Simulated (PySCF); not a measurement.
## A single-point calculation

[YbF3(H2O)]− (singlet in the valence; each metal's 4f electrons, 14 of them, lie in its core potential, out of spins and levels). PySCF 2.14.0, RKS r2SCAN, Yb lcecp-0-SVP with ECP60, F def2-SVP, O def2-SVP, H def2-SVP; non-relativistic Hamiltonian with scalar-relativistic core potentials where named; density fitting; no spin-orbit coupling. Purpose: level r2SCAN.

```python
mol = gto.M(atom='''
Yb     0.10048     0.15981     0.21982
F      1.47754     1.08509     1.59385
F     -2.10265    -0.14245     0.66286
F      0.77353    -1.18763    -1.31414
O     -1.70639     1.21319    -1.32673
H     -2.12413     0.66554    -0.56907
H     -1.65813     0.59487    -2.06481''',
    basis={'Yb': 'lcecp-0-SVP', 'F': 'def2-SVP', 'O': 'def2-SVP', 'H': 'def2-SVP'},
    ecp={'Yb': 'lcecp-0-SVP'},
    charge=-1, spin=0)
mf = dft.RKS(mol, xc='R2SCAN')
mf.grids.atom_grid = (75, 302)  # f atoms: unpruned, at least (60, 302)
mf = mf.density_fit()  # fitting sets: Yb AutoAux, F def2-universal-JKFIT, O def2-universal-JKFIT, H def2-universal-JKFIT
mf.conv_tol = 1e-08; mf.max_cycle = 55
mf.kernel(dm0)  # dm0: converged density of the relaxed state
mf.nuc_grad_method().kernel()
```

Run from Python with OMP_NUM_THREADS=2; the lines above give its settings. Where DIIS fails, smearing, a level shift and second-order steps follow.
It took 8.5 s on 2 threads of Arm Neoverse V1 (shared host), from an already converged density.

Question: What does the SCF print?

Answer: 
```
init E= -408.773082660379
cycle= 1 E= -408.773753515525  delta_E= -0.000671  |g|= 0.0135  |ddm|= 0.0874
cycle= 2 E= -408.773658755776  delta_E= 9.48e-05  |g|= 0.0274  |ddm|= 0.0338
cycle= 3 E= -408.773793781049  delta_E= -0.000135  |g|= 0.0012  |ddm|= 0.0197
cycle= 4 E= -408.773794063361  delta_E= -2.82e-07  |g|= 0.000488  |ddm|= 0.00145
cycle= 5 E= -408.773794101418  delta_E= -3.81e-08  |g|= 0.000172  |ddm|= 0.000452
cycle= 6 E= -408.773794106525  delta_E= -5.11e-09  |g|= 4.03e-05  |ddm|= 0.000144
Extra cycle  E= -408.773794105913  delta_E= 6.12e-10  |g|= 7.25e-05  |ddm|= 8.63e-05
converged SCF energy = -408.773794105913
```

The 4f levels lie in the core potential and are missing.

Question: What are the Mulliken charges and spins?

Answer: 
```csv
atom,charge (e),spin (e)
Yb1,0.676,0.000
F2,-0.573,0.000
F3,-0.566,0.000
F4,-0.572,0.000
O5,-0.384,0.000
H6,0.231,0.000
H7,0.187,0.000
```

Question: What forces act on the atoms (eV/Å)?

Answer: 
```
Yb  -0.08  0.02 -0.01
F    0.06  0.04  0.05
F   -0.04 -0.03  0.05
F    0.02 -0.04 -0.06
O    0.08  0.25 -0.07
H   -0.06 -0.12  0.13
H    0.01 -0.11 -0.09
```
Forces carry noise of the integration grid, about 0.01 to 0.03 eV/Å.

The geometry was relaxed with PBE0 (Yb lcecp-0-SVP with ECP60, F def2-SVP, O def2-SVP, H def2-SVP).

An lcecp potential fixes the number of 4f electrons, so in runs with it no electron can move into or out of that shell.
